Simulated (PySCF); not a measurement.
AlF₂, SMILES [Al]([F])[F], multiplicity 2.

Geometry optimised at ωB97X-D3(BJ)/def2-TZVP. The spin state was assumed, not searched. The isomer is the one that the SMILES or the coordinates give; other isomers of the formula were not compared.

Level of theory: PySCF with ωB97X-D3(BJ)/def2-TZVP.

Frequencies are harmonic and unscaled.

```csv
mode,ν (cm⁻¹),IR (km/mol),moving atoms (share of kinetic energy)
1,237,37.1,"F 70 %, Al 30 %"
2,753,75.0,"F 72 %, Al 28 %"
3,896,155.9,"Al 51 %, F 49 %"
```
